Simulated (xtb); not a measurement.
xtb input:

```bash
xtb mol.xyz --gfn 1 --sp --chrg 0 --uhf 0
```
mol.xyz:
```
5

Te     0.00612831     0.00484004     0.42130173
Cl     1.07935398    -1.41996406    -1.06972775
Cl     1.95020124     1.51697523     0.37997976
Cl    -1.11048190     1.39537973    -1.07021764
Cl    -1.93781874    -1.50719573     0.47127797
```

**Question.** Which total energy does the run end on?

**Answer.** -20.84472 Eh (GFN1-xTB).
